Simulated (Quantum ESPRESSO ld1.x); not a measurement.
Q: The magnesium ion Mg2+, 10 electrons, occupied as [Ne]. Method: scalar-relativistic Kohn-Sham, LDA (Slater exchange, VWN5 correlation), spin-unpolarised, spherical densities, point nucleus; computed with ld1.x of Quantum ESPRESSO 7.5. Some entries of the table are withheld. Estimate them.

orbital,occ.,eigenvalue (Ry),<r^2> (bohr^2)
1s,2,(1),0.02317
2s,2,-7.31078,(2)
2p,6,(3),(4)

A: 
(1) 1s eigenvalue (Ry): -93.6360
(2) 2s <r^2> (bohr^2): 0.5864
(3) 2p eigenvalue (Ry): -4.91324
(4) 2p <r^2> (bohr^2): 0.5986
